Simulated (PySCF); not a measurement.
Si(H)(OH)3 (H4O3Si), SMILES O[SiH](O)O. Geometry: PBE0-D3(BJ)/def2-SVP. The values are those of a single conformer.

Level of theory: PBE0-D3(BJ)/def2-SVP (PySCF 2.14.0).

Harmonic wavenumbers (cm⁻¹): 164, 226, 244, 307, 370, 389, 748, 781, 805, 840, 853, 910, 976, 995, 2301, 3925, 3935, 3942. Rotational constants (GHz): 7.152, 6.433, 3.931; symmetry number 1.

Work out the zero-point energy and the ideal-gas rigid-rotor harmonic-oscillator thermochemistry at 298.15 K and 1 atm.

ZPE = ½ Σ hcν = ½ × 22711 cm⁻¹ = 32.47 kcal/mol. H − E(el) = 36.86 kcal/mol. Entropy in cal/(mol K): translation 39.06, rotation 24.99, vibration 11.01, total 75.05. G − E(el) = 14.48 kcal/mol. Cp = 22.59 cal/(mol K).
